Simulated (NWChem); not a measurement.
System: GeH$_{4}$S$_{2}$; SMILES [SH][GeH2][SH]

Excerpt of the output:

```
             Northwest Computational Chemistry Package (NWChem) 7.3.0
             --------------------------------------------------------

                             Geometry "geometry" -> ""
                             -------------------------

 Output coordinates in angstroms (scale by  1.889725989 to convert to a.u.)

  No.       Tag          Charge          X              Y              Z
 ---- ---------------- ---------- -------------- -------------- --------------
    1 Ge                  32.0000     0.00000000     0.00000000    -0.59645300
    2 S                   16.0000     1.84859300     0.04794800     0.64365800
    3 S                   16.0000    -1.84859300    -0.04794800     0.64365800
    4 H                    1.0000     0.08654300     1.27274000    -1.45267700
    5 H                    1.0000    -0.08654300    -1.27274000    -1.45267700
    6 H                    1.0000     1.56008400    -1.09678100     1.30067700
    7 H                    1.0000    -1.56008400     1.09678100     1.30067700

 Effective nuclear repulsion energy (a.u.)     343.8148564431

  xc_inp: hfexch multiplicative factor not found.
                              NWChem Property Module
                              ----------------------

  itol2e modified to match energy
  convergence criterion.

                                 NWChem DFT Module
                                 -----------------

 Summary of "ao basis" -> "ao basis" (spherical)
 ------------------------------------------------------------------------------
       Tag                 Description            Shells   Functions and Types
 ---------------- ------------------------------  ------  ---------------------
 Ge                         cc-pvtz                 15       43   6s5p3d1f
 S                          cc-pvtz                 12       34   5s4p2d1f
 H                          cc-pvtz                  6       14   3s2p1d

  itol2e modified to match energy
  convergence criterion.

[...]

          -----------------------
          Electric field gradient
          -----------------------

 1 a.u. = 0.324123 10**(16) esu/cm**3  ( or statvolts/cm**2 ) = 0.97174 10**(22) v/m**2

 ------------------------------------------------------------
   Atom      X         Y         Z
 ------------------------------------------------------------
    1 Ge   0.00000   0.00000  -1.12713
 ------------------------------------------------------------

 Electric field gradient in molecular frame (a.u.)
         XX             YY             ZZ             XY             XZ             YZ
 ------------------------------------------------------------------------------------------
       -0.953768       1.120618      -0.166850       0.211203       0.000000       0.000000

 Principal components (a.u.) and orientation
 of principal axis w.r.t. absolute frame                      Asymmetry parameter eta
 --------------------------------------------------------------------------------------
        1.141903      -0.975053      -0.166850                       0.707769

        0.100272       0.994960      -0.000000
        0.994960      -0.100272      -0.000000
        0.000000       0.000000       1.000000

 ------------------------------------------------------------
   Atom      X         Y         Z
 ------------------------------------------------------------
    2 S    3.49333   0.09061   1.21634
 ------------------------------------------------------------

 Electric field gradient in molecular frame (a.u.)
         XX             YY             ZZ             XY             XZ             YZ
 ------------------------------------------------------------------------------------------
        0.174276      -0.377918       0.203643      -0.368571      -1.062632       1.604619

 Principal components (a.u.) and orientation
 of principal axis w.r.t. absolute frame                      Asymmetry parameter eta
 --------------------------------------------------------------------------------------
        2.123528      -1.813521      -0.310006                       0.708027

       -0.482195      -0.232885       0.844543
        0.522250       0.697584       0.490542
        0.703380      -0.677599       0.214747

 ------------------------------------------------------------
   Atom      X         Y         Z
 ------------------------------------------------------------
    3 S   -3.49333  -0.09061   1.21634
 ------------------------------------------------------------

 Electric field gradient in molecular frame (a.u.)
         XX             YY             ZZ             XY             XZ             YZ
 ------------------------------------------------------------------------------------------
        0.174276      -0.377918       0.203643      -0.368571       1.062632      -1.604619

 Principal components (a.u.) and orientation
 of principal axis w.r.t. absolute frame                      Asymmetry parameter eta
 --------------------------------------------------------------------------------------
        2.123528      -1.813521      -0.310006                       0.708027

        0.482195      -0.232885       0.844543
       -0.522250       0.697584       0.490542
        0.703380       0.677599      -0.214747

 ------------------------------------------------------------
   Atom      X         Y         Z
 ------------------------------------------------------------
    4 H    0.16354   2.40513  -2.74516
 ------------------------------------------------------------

[...]
```

Level: Hartree-Fock/cc-pVTZ. Coordinates come from a PBE0/def2-SVP optimisation. NWChem prints the field gradient with the sign opposite to the second derivative of the potential.

Question: Write an input that gives this output.

Answer: Several could match; the one computed here: the input that was run:
```
start job
memory heap 200 mb stack 900 mb global 1100 mb
geometry units angstroms noautosym nocenter noautoz
  Ge     0.000000     0.000000    -0.596453
  S      1.848593     0.047948     0.643658
  S     -1.848593    -0.047948     0.643658
  H      0.086543     1.272740    -1.452677
  H     -0.086543    -1.272740    -1.452677
  H      1.560084    -1.096781     1.300677
  H     -1.560084     1.096781     1.300677
end
basis spherical
  * library cc-pvtz
end
dft
  xc hfexch
  iterations 150
end
property
  efieldgrad
end
task dft property
```
